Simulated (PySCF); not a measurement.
Correlation energy of B⁺ (boron, charge +1)

[He] 2s2, closed-shell 1S. Calculation: PySCF 2.14, in aug-cc-pVDZ (4s3p2d, 23 functions); no relativity, point nucleus. Frozen: 1s2; 2 electrons correlated.

Total MP2 correlation energy: -32.66 mhartree.

Same-spin part 0.00 and opposite-spin part -32.66 mhartree; SCS-MP2 scales them by 1/3 and 6/5 to -39.19 mhartree.

With two correlated electrons CCSD is exact within the correlated space (frozen core and kept virtual orbitals).

```tsv
level	correlation energy (mhartree)
CCSD	-58.68
```

Diagnostics: T1 = 0.012, D1 = 0.0167, largest double amplitude 0.151.

Q: Is a single reference adequate?

A: Not fully. A double-excitation amplitude exceeds 0.15, a sign of near-degeneracy.
